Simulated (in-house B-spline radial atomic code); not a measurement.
**RPA and G0W0 on LC-wPBE: Ag VII (Ag6+)**

Configuration [Kr] 4d5, highest spin, mean-field start LC-wPBE. Computed with a B-spline radial code for spherical atoms: all electrons, non-relativistic, point nucleus, each spin shell either full or empty, empty states to l = 9 with an (l + 1/2)⁻⁴ tail; G0W0 by contour deformation at full frequency.

Without relativity these are model numbers: it shifts the levels of so heavy an element strongly and can reorder them.

Command:
```bash
python run_gw.py task.json out
```
Settings (radii: box in bohr, nucleus in fm):
```
Z                        47
electrons                41
configuration            [Kr] 4d5
hamiltonian              nr
method                   lc_wpbe
lmax                     9
spin_polarised           True
box_radius               9.29
intervals                51
```

Time taken, with all properties: 1.9 s on 1 thread of Intel(R) Xeon(R) 6975P-C (shared host).

Energies (hartree):

```csv
term,value
mean-field total,-5189.67845
Hartree-Fock functional on these orbitals,-5188.21329
direct second order,-3.3746
second-order exchange,0.96699
SOSEX correction,0.91282
```

Problem. What is the RPA correlation energy, and what remains with SOSEX?

Solution. RPA gives -3.0437 hartree (-2.02 eV per electron); RPA + SOSEX gives -2.1309, and the second-order doubles -2.4076 hartree (no singles). SOSEX takes back 30 % of the RPA value.

Quasi-particle levels (eV):

```csv
level,occupied,mean field,Σx - vxc,Σc,QP weight,G0W0
4d up,yes,-103.85,-4.58,?,?,?
4p down,yes,-152.43,-4.72,-0.52,0.961,-157.68
4s down,yes,-185.41,-11.39,5.77,0.871,-191.03
4d down,no,-87.98,6.95,-3.70,0.970,-84.73
```

G0W0 = mean field + (Σx - vxc) + Σc, with Σc (partial-wave tail included) taken at the quasi-particle energy. Only the outer levels were computed. Levels of low weight are left out.

Problem. Where does G0W0 put 4d up?

Solution. At -108.63 eV, with Σc = -0.20 eV and a quasi-particle weight of 0.969. The tabulated removal energy is 106 ± 2 eV (NIST, tabulated theory); the calculation leaves out relativity, Breit and QED terms, and what these don't explain is the method's own error.
